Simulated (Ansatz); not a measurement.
A made-up structure of GaBH$_{5}$S (charge +1), closed shell:

B1  (0.958, 0.173, 0.211)
Ga2  (0.265, -1.762, 0.507)
S3  (-0.739, 1.386, -1.156)
H4  (0.572, -2.828, -0.547)
H5  (-0.562, -2.078, 1.755)
H6  (1.738, 1.012, 0.313)
H7  (-1.887, 0.950, -0.599)
H8  (-0.731, 2.550, -0.476)
(Å)

It is relaxed with PBE-D4/def2-SVP and then PBE0-D4/def2-TZVP (Ansatz 0.2.0). Atoms count as bonded within 1.22 times the sum of their covalent radii (H–H: 0.88 Å). The end point is not checked to be a true minimum.

(1) Does its bonding change? (Judge from chemistry; the calculation decides.)

Results:

(1) The calculation gives: Yes. Formed: B1–S3; broken: none.

Where it ends: The first stage lowers the energy by 0.78 eV in 8 steps. It ends as GaBH₅S ([SH2][BH][GaH2]), total charge +1:
```
8
angstrom
B 0.5325 0.2529 0.0296
Ga 0.2316 -1.7847 0.4926
S -0.5789 1.3383 -1.0117
H 0.7402 -2.8104 -0.5566
H -0.4470 -2.0617 1.8631
H 1.5139 0.8836 0.2773
H -1.8402 1.0244 -0.6503
H -0.5370 2.5611 -0.4359
```

Labels in which every atom is bracketed show which atoms are joined, not bond orders.

For scale, one of the runs: PBE0-D4/def2-TZVP relaxation, 146 basis functions, launched by `ansatz run in.yaml --threads 2 --pin off --events-out ev --progress --plain --max-ram 4352MiB`. The run took about 12 s on 2 CPU threads of an Intel Xeon 6975P-C (shared host).
